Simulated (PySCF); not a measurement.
## NaAs⁺: one state, many levels of theory

State: ⁴Σ⁻ (quartet), unpaired electrons σ ↑, π ↑↑. Set-up: Na 6-31G(d,p), As 6-31G(d,p); no relativity (PySCF 2.14). De refers to Na⁺ + As in their high-spin ground configurations, without counterpoise correction. The functionals are run spin-unrestricted. A positive dipole points towards As; it is taken about the centre of mass and depends on that origin.

```json
{"Level": "UHF", "Re (Å)": "3.214", "ωe (cm⁻¹)": "104", "De (eV)": "0.206", "μ (D)": "-10.04"}
{"Level": "UHF-MP2", "Re (Å)": "3.162", "ωe (cm⁻¹)": "112", "De (eV)": "0.246", "μ (D)": "n/a"}
{"Level": "UHF-SCS-MP2", "Re (Å)": "3.171", "ωe (cm⁻¹)": "111", "De (eV)": "0.237", "μ (D)": "n/a"}
{"Level": "UHF-CCSD", "Re (Å)": "3.160", "ωe (cm⁻¹)": "113", "De (eV)": "0.248", "μ (D)": "n/a"}
{"Level": "UHF-CCSD(T)", "Re (Å)": "3.155", "ωe (cm⁻¹)": "114", "De (eV)": "0.252", "μ (D)": "n/a"}
{"Level": "PBE", "Re (Å)": "3.146", "ωe (cm⁻¹)": "113", "De (eV)": "0.305", "μ (D)": "-9.41"}
{"Level": "PW91", "Re (Å)": "3.136", "ωe (cm⁻¹)": "115", "De (eV)": "0.325", "μ (D)": "-9.34"}
{"Level": "r²SCAN", "Re (Å)": "3.145", "ωe (cm⁻¹)": "112", "De (eV)": "0.263", "μ (D)": "-9.62"}
{"Level": "PBE0", "Re (Å)": "3.134", "ωe (cm⁻¹)": "114", "De (eV)": "0.274", "μ (D)": "-9.51"}
{"Level": "r²SCAN0", "Re (Å)": "3.135", "ωe (cm⁻¹)": "113", "De (eV)": "0.255", "μ (D)": "-9.62"}
{"Level": "HSE06", "Re (Å)": "3.139", "ωe (cm⁻¹)": "113", "De (eV)": "0.277", "μ (D)": "-9.52"}
{"Level": "BHandHLYP", "Re (Å)": "3.117", "ωe (cm⁻¹)": "116", "De (eV)": "0.280", "μ (D)": "-9.46"}
```

(1) Which functional lies closest to UHF-CCSD(T) in De, which farthest, and by how much do they differ from it?

(2) What does a quarter of exact exchange do here, going from PBE to PBE0?

(3) What does the step from GGA to meta-GGA do here, going from PBE to r²SCAN?

Correlated steps freeze 10 core orbitals. The bond is weak. Basis-set superposition, not corrected here, can be much of De in a small basis, most of all at correlated wavefunction levels. Spin–orbit coupling is left out. For an ion De counts to the pair picked by the measured ionisation energies or electron affinities, which need not be the lowest pair at this level. The state was picked by a PBE0 search and need not be the measured ground state.

## Answers

(1) Closest is r²SCAN0 (-2.0 pm in Re, -0.9 % in ωe, +0.00 eV in De against UHF-CCSD(T) in the same basis), farthest PW91 (-1.9 pm in Re, +0.9 % in ωe, +0.07 eV in De). CCSD(T) converges more slowly with the basis than the functionals do and binds too weakly in this one, so the order can change at the basis-set limit.

(2) PBE0 less PBE: -1.2 pm in Re, +0.9 % in ωe, -0.03 eV in De. Exact exchange removes part of the self-interaction that spreads semilocal densities, and in most molecules shortens and stiffens the bond and lowers De; so it does here.

(3) r²SCAN less PBE: -0.1 pm in Re, -0.9 % in ωe, -0.04 eV in De.
